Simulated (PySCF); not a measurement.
MgHBr, SMILES [MgH][Br]. The structure is a stationary point at B3LYP-D3(BJ)/def2-TZVP.

Computed equilibrium geometry at B3LYP-D3(BJ)/def2-TZVP (PySCF confirms it by a frequency run) as bond lengths and angles, and its point group:
point group C∞v.
Atoms: Mg1 H2 Br3. Bonds (Å): Mg1–H2 1.681, Mg1–Br3 2.347. Bond angles (°): H2–Mg1–Br3 180.0.
Charge 0, spin multiplicity 1.
